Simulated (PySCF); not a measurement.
**Relaxation of triplet ZrBr2**

All numbers come from UPBE0/[Zr def2-SVP with ECP28, Br def2-SVP], scalar-relativistic core potentials, density fitting, no spin–orbit coupling, PySCF. A (50,194) grid was used.

A start displaced from a saddle point along its imaginary mode, of C2v symmetry, held to at least that symmetry:

```xyz
3
charge 0 multiplicity 3, angstrom
Zr    0.0000    0.2500    0.0000
Br    0.0000   -0.1424    2.5115
Br    0.0000   -0.1424   -2.5115
```

(1) What forces act on the atoms at the start (eV/Å)?

(2) What does it relax to?

(3) How much energy is released, and in how many steps?

Answers

(1) 
```
atom    Fx     Fy     Fz
 Zr1  0.00  -0.13   0.00
 Br2  0.00   0.06  -0.41
 Br3  0.00   0.06   0.41
```

(2) It ends at C2v with Zr–Br 2.507 Å (×2); Br–Zr–Br 156.1° (after a last refinement on a finer grid). A frequency run shows a minimum. Other isomers or separated fragments may lie lower.

(3) 1.4 kJ/mol in 3 steps.

Open d and f shells are described by one determinant, and the ground state may have another occupation or spin.

The relaxation took of the order of 40 core-seconds on a shared host.
